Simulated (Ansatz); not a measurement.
`C=C(Br)CC` + H₂ → `C=CBr` + `CC` at 600 K and 1 bar (hydrogenolysis of a C–C bond).

Gas-phase electronic energies from Ansatz, PBE0-D4/def2-TZVP geometries. CCSD(T)/CBS adds triple-zeta CCSD(T) − MP2 to the extrapolated MP2 energy (def2 sets, frozen cores). This one scheme is used for every species. For Br outer-core shells are correlated without core-valence functions, which leaves a few kJ/mol of doubt a bond. Scalar relativity is left out up to krypton. One conformer a species, not always the lowest.

```csv
species,CCSD(T)/CBS energy (Eh),H − E (kJ/mol),S (J/(mol·K))
`C=C(Br)CC`,-2729.72797,318.7,425.0
H₂,-1.17544,43.9,150.8
`C=CBr`,-2651.19815,143.8,322.4
`CC`,-79.71954,228.8,274.9
```

H − E and S are ideal-gas, rigid-rotor, harmonic terms from PBE0-D4/def2-TZVP, for one conformer and one mirror image of each species. For small species the MP2-based limit differs from directly extrapolated CCSD(T) by up to some mEh (0.8 for H₂); such offsets cancel only in part. 1 Eh = 2625.50 kJ/mol, R = 8.31446 J/(mol·K).

By hand: ΔE, ΔH, ΔS and ΔG.

ΔE = (-2651.19815) + (-79.71954) − (-2729.72797) − (-1.17544) = -0.01428 Eh = -37.5 kJ/mol. Δ(H − E) = 143.8 + 228.8 − 318.7 − 43.9 = 10.0, so ΔH = -27.5 kJ/mol. ΔS = 322.4 + 274.9 − 425.0 − 150.8 = 21.5 J/(mol·K). ΔG = -27.5 − 600 × (21.5)/1000 = -40.4 kJ/mol.

By hand: the equilibrium constant, and the temperature at which ΔG would vanish if ΔH and ΔS stayed fixed.

log₁₀ K = −ΔG/(RT ln 10) = 3.5. ΔH and −TΔS have one sign here, so there is no such temperature.

TΔS isn't small against ΔH here. A doubt of 5 kJ/mol in ΔE shifts log₁₀ K by 0.4 here. Other conformers and mirror images would add mixing entropy, several J/(mol·K) or more a flexible species. These are equilibria of isolated gas molecules and say nothing of rates. Largest T1 diagnostic: 0.009 (customary marks: 0.02 for closed shells, 0.045 for open ones).
